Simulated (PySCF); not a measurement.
Mapped SMILES: `[CH3:1][CH2:2][CH2:3][O:4][c:5]1[cH:6][cH:7][cH:8][cH:9][cH:10]1`. Hydrogens are named by the atom that carries them.

GIAO shifts from PySCF 2.14 on PBE0-D3(BJ)/def2-SVP geometries (one conformer, non-relativistic, equivalent nuclei averaged), against TMS at the same level and in the same medium; PCM means IEF-PCM chloroform.

Measured (solution, not stated per compound (mostly CDCl3 or CCl4); Pretsch, Buehlmann, Badertscher, Structure Determination of Organic Compounds, 4th ed. (2009)): C3 69.4, C2 22.8, C1 10.6, H(C3) 3.86, H(C2) 1.70, H(C1) 1.05 ppm.

Which unscaled values do PBE/pcSseg-1, gas; PBE0/pcSseg-1, PCM; WP04/pcSseg-1, PCM; wB97X-D/pcSseg-1, PCM give, and how close are they?

Answers


```
atoms  measured  PBE/pcSseg-1, gas  PBE0/pcSseg-1, PCM  WP04/pcSseg-1, PCM  wB97X-D/pcSseg-1, PCM
   C3      69.4               72.1                70.2                71.6                   69.9
   C2      22.8               27.2                26.3                28.2                   26.0
   C1      10.6               11.1                11.1                13.5                   11.3
H(C3)      3.86               3.57                3.58                3.57                   3.56
H(C2)      1.70               1.85                1.79                1.73                   1.77
H(C1)      1.05               1.03                1.05                1.03                   1.05
```

Mean absolute error for ¹³C: PBE/pcSseg-1, gas 2.5, PBE0/pcSseg-1, PCM 1.6, WP04/pcSseg-1, PCM 3.5, wB97X-D/pcSseg-1, PCM 1.5 ppm.

Mean absolute error for ¹H: PBE/pcSseg-1, gas 0.15, PBE0/pcSseg-1, PCM 0.12, WP04/pcSseg-1, PCM 0.11, wB97X-D/pcSseg-1, PCM 0.12 ppm.

The carbons averaged at δ 115.0 differ by 10 ppm in this conformer.
